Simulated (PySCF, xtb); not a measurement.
CH3Te, SMILES C[Te] (connectivity only; charge and spin as stated), charge +1, multiplicity 1.

xtb with GFN2-xTB at its own geometry gives an orbital gap of 0.46 eV.

The structure is a stationary point at B3LYP-D3(BJ)/def2-TZVP. The spin state was assumed, not searched. The isomer is the one that the SMILES or the coordinates give; other isomers of the formula were not compared. The def2 effective core potentials stand for the cores of Te; spin–orbit coupling is left out.

**Question.** What does PBE0/def2-TZVPD (PySCF) give? (An estimate is asked for; the answer gives what the named calculation found.)

**Answer.** gap 1.27 eV (levels -12.98 and -11.71 eV).
